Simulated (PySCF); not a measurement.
# Pr³⁶⁺: ionisation energy

Pr³⁶⁺ [Ar] 3d5 (6S) → Pr³⁷⁺ [Ar] 3d4 (5D), as a difference of total energies. Calculation: PySCF 2.14, in an uncontracted even-tempered set (18 s from 5.9 bohr⁻², ratio 2.5; 12 p from 7.7 bohr⁻², ratio 2.5; 8 d from 7.7 bohr⁻², ratio 2.5; 4 f from 31 bohr⁻², ratio 2.7; 3 g from 46 bohr⁻², ratio 2.7); scalar relativity by spin-free X2C-1e. Correlated levels: outer shells: [Ne] frozen; virtual orbitals above 40 to 60 times the deepest correlated orbital energy dropped. The calculations carry no spin-orbit coupling.

| method | ionisation energy (eV) |
| --- | --- |
| UHF | 2525.8 |
| LDA | 2523.3 |
| PBE | 2522.8 |
| PBE0 | 2524.0 |
| r2SCAN | 2524.5 |
| M06-2X | 2526.6 |
| r2SCAN0 | 2525.3 |
| MP2 (outer shells) | 2526.1 |
| SCS-MP2 (outer shells) | 2525.6 |

Spin-orbit coupling is strong in these open shells (close to jj coupling). The scalar numbers leave it out and a first-order estimate fails, so it can dominate the gap to the real levels.

Breit and QED terms and the two-electron picture change are absent.

For comparison: 2501 ± 5 eV (theoretical estimate listed by NIST; NIST Atomic Spectra Database, ionization energies).
